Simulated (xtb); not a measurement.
Al(H)(OH)(OMe) (CH5AlO2), SMILES C[O][AlH][OH]. All values are semi-empirical tight-binding results from xtb (GFN2-xTB unless named), good for trends rather than for accurate numbers. Geometry: GFN2-xTB. One conformer was computed; it need not be the lowest.

The geometry has at least one imaginary mode, so it is a saddle point at that level.

For metal compounds this method's bond lengths and energies can be far off.

```json
{
 "orbital_gap": "5.41 eV"
}
```
